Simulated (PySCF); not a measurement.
A PySCF script (with the pyscf-properties extension) for the NMR shieldings of SMILES C(C1=C(F)[Si@H](OC)C1)[SiH3], C5H11FOSi2, on a GFN2-xTB geometry:

```python
import basis_set_exchange as bse
import numpy as np
from pyscf import gto, dft
from pyscf.prop import nmr

atoms = """
C     3.263265    1.514694   -1.070531
O     2.382576    0.468310   -0.777870
Si    1.609624    0.137193    0.602363
C     0.367194   -1.295920    0.351483
C    -0.757115   -0.357689    0.731636
C    -2.183921   -0.718452    0.798388
Si   -2.986543   -0.616397   -0.936189
C    -0.125047    0.809632    0.918457
F    -0.714986    1.983719    1.284554
H     4.074828    1.555180   -0.341017
H     3.676670    1.335932   -2.063339
H     2.737759    2.471638   -1.064278
H     2.512933    0.121466    1.751072
H     0.450773   -2.140434    1.032261
H     0.261274   -1.690467   -0.656362
H    -2.707766   -0.037267    1.470725
H    -2.291791   -1.731987    1.187821
H    -4.399891   -0.978374   -0.802089
H    -2.854025    0.743512   -1.454394
H    -2.320959   -1.563615   -1.833604
"""
names = dict.fromkeys(["C", "O", "Si", "F", "H"], "pcSseg-1")
basis = {el: gto.basis.parse(bse.get_basis(n, elements=[el], fmt="nwchem")) for el, n in names.items()}
mol = gto.M(atom=atoms, basis=basis, charge=0, verbose=0)
mf = dft.RKS(mol, xc="PBE0")
mf.grids.level = 2
mf.grids.alignment = dft.numint.BLKSIZE   # the property module wants whole blocks of grid points
mf.conv_tol = 1e-9
mf.kernel()

calc = nmr.RKS(mf)   # GIAO
C = mf.mo_coeff
Co = C[:, mf.mo_occ > 0]
resp = mf.gen_response(singlet=True, hermi=2)
def vind(x):   # induced exchange potential for any number of trial vectors
    d = np.einsum("pi,xij,qj->xpq", C, 2 * x.reshape(-1, C.shape[1], Co.shape[1]), Co, optimize=True)
    return np.einsum("xpq,pi,qj->xij", resp(d - d.transpose(0, 2, 1)), C, Co, optimize=True).ravel()
mo1, _ = nmr.rhf.solve_mo1(calc, with_cphf=vind)
sigma = calc.kernel(mo1)
for i, s in enumerate(sigma):   # ppm
    print("%2d %-2s %9.2f" % (i, mol.atom_pure_symbol(i), np.trace(s) / 3))
```

Question: Give the expected output.

Answer: 
```
 0 C     132.85
 1 O     309.14
 2 Si    366.72
 3 C     167.89
 4 C      41.87
 5 C     172.47
 6 Si    423.17
 7 C      17.96
 8 F     270.27
 9 H      27.88
10 H      27.61
11 H      27.75
12 H      26.28
13 H      30.57
14 H      30.17
15 H      29.11
16 H      30.27
17 H      27.72
18 H      27.89
19 H      27.64
```

These numbers come from an equivalent density-fitted implementation of the same equations, which agrees with the script to about 0.01 ppm for H and up to a few tenths of a ppm for heavy atoms, so last digits may differ.

Question: Turn these shieldings into chemical shifts. Shifts are taken against calculated references (same method and geometry level): 13C (σ = 186.93 ppm), 29Si (σ = 349.16 ppm), 1H (σ = 31.72 ppm) against TMS; 17O (σ = 336.08 ppm) against H2O; 19F (σ = 170.95 ppm) vs CFCl3.

Answer: Averaging equivalent atoms: C 7: 169.0; C 4: 145.1; C 0: 54.1; C 3: 19.0; C 5: 14.5; O 1: 26.9; Si 2: -17.6; Si 6: -74.0; F 8: -99.3; H 12: 5.44; H 9/10/11: 3.97; H 17/18/19: 3.97; H 15: 2.61; H 14: 1.55; H 16: 1.45; H 13: 1.14 ppm. Unscaled 19F shifts against computed CFCl3 carry errors that often reach 10 to 50 ppm. Experimental scales use liquid or dissolved standards, which lie at an offset from isolated H2O (liquid H2O: subtract about 36 ppm).

Size and cost of the density-fitted run: 222 basis functions, 52 s wall time on 1 thread of an Arm Neoverse V1, shared host; peak memory 0.93 GiB.
